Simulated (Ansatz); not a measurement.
`C/N=C/N[SiH3]` + `[OH][In]([SH])[O][SiH3]` → `[SiH3][O][In]([SH])[O][SiH3]` + `C/N=C\N`  (ligand exchange at the Si–N bond)

Program: Ansatz. Geometries: PBE0-D4/def2-TZVP. ΔE: electronic, gas phase. CCSD(T)/CBS is the MP2 limit (def2-TZVPP, def2-QZVPP) plus CCSD(T) − MP2 in def2-TZVPP, frozen cores. Double bonds are as drawn, so ΔE can hold a change between cis and trans. Functionals use def2-TZVPP. B3LYP here is the variant with VWN-RPA as its local correlation; programs differ in this. def2 core potentials past Kr. For In outer-core shells are correlated without core-valence functions, which leaves a few kJ/mol of doubt a bond. One conformer a species, not always the lowest.

`C/N=C/N[SiH3]`:

```xyz
13

C    -1.742   -1.268    0.680
N    -0.664   -0.532    0.086
C     0.019    0.243    0.815
N     1.051    0.956    0.275
Si    1.410    0.781   -1.426
H    -1.865   -1.071    1.755
H    -2.684   -1.025    0.178
H    -1.581   -2.342    0.546
H    -0.165    0.390    1.888
H     1.568    1.560    0.888
H     0.280    1.219   -2.279
H     2.568    1.692   -1.636
H     1.806   -0.604   -1.769
```

`[OH][In]([SH])[O][SiH3]`:

```xyz
10

O    -3.030   -0.991   -0.481
In   -1.252   -0.210   -0.777
S    -0.459    0.776   -2.757
O    -0.092   -0.321    0.826
Si    1.430    0.145    1.164
H    -3.111   -1.331    0.415
H     0.734    1.034   -2.190
H     2.267   -1.025    1.545
H     1.444    1.129    2.280
H     2.069    0.795   -0.025
```

`[SiH3][O][In]([SH])[O][SiH3]`:

```xyz
13

Si   -2.032    0.808    0.993
O    -0.840    1.651    0.263
In    0.812    1.239   -0.715
S     2.098    2.870   -1.798
O     1.338   -0.657   -0.736
Si    0.835   -2.042   -0.035
H    -3.284    1.609    0.950
H    -2.276   -0.493    0.303
H    -1.692    0.521    2.413
H     2.993    1.953   -2.206
H     1.992   -2.967    0.094
H    -0.220   -2.704   -0.851
H     0.276   -1.790    1.325
```

`C/N=C\N`:

Cartesian coordinates in Å:
```
C 1.075 0.701 0.512
N 0.592 0.519 -0.835
C -0.463 -0.168 -0.981
N -1.233 -0.742 -0.006
H 1.991 1.292 0.496
H 0.349 1.230 1.147
H 1.312 -0.254 1.008
H -0.854 -0.312 -1.989
H -0.858 -0.834 0.922
H -1.910 -1.432 -0.275
```

Problem. Is it downhill or uphill in electronic energy at CCSD(T)/CBS, and by how much? (An estimate is asked.)

Solution. Computed: Downhill: ΔE = -38.3 kJ/mol.

Problem. What do these levels give: PBE-D4, r2SCAN-D4, PBE0-D4, B3LYP-D4, ωB97X-V, ωB97M-V, PBE, HF/def2-TZVPP, CCSD(T)/def2-TZVPP, MP2/def2-QZVPP, HF/CBS(def2), MP2/CBS(def2)? (Best estimate.)

Solution. The calculation gave: PBE-D4 -27.2, r2SCAN-D4 -36.2, PBE0-D4 -33.0, B3LYP-D4 -37.1, ωB97X-V -38.0, ωB97M-V -36.3, PBE -26.4, HF/def2-TZVPP -51.7, CCSD(T)/def2-TZVPP -38.4, MP2/def2-QZVPP -37.5, HF/CBS(def2) -53.1, MP2/CBS(def2) -37.0 kJ/mol.

Largest T1 diagnostic among the species: 0.016.

In def2-TZVPP, CCSD(T) changes the Hartree–Fock value by +13.3 kJ/mol (the triples alone add +2.1 kJ/mol) and MP2 by +14.5 kJ/mol. From PBE to PBE0 (25 % exact exchange), in def2-TZVPP and without D4, ΔE moves by −5.7 kJ/mol.
